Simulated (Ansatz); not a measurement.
`[NH]=[V]([NH2])([OH])[OH]`, charge 0, multiplicity 1.

**Question.** Give a relaxed structure at PBE0-D4/def2-TZVP (the Gaussian-basis code of Ansatz). (Estimate.)

**Answer.** The calculation gave: 
Cartesian coordinates in Å:
```
N 1.4657 -0.3824 0.1564
V -0.1309 -0.2283 0.0532
N -0.3810 1.5236 -0.4050
O -0.9195 -0.5905 1.6048
O -0.8079 -1.3053 -1.1888
H 2.4586 -0.5494 0.2388
H -1.3127 1.8935 -0.5369
H 0.3285 2.2206 -0.5549
H -0.4343 -0.7542 2.4149
H -0.2665 -1.8276 -1.7826
```
Point group Cs.
This is one stationary point; other conformers may exist.
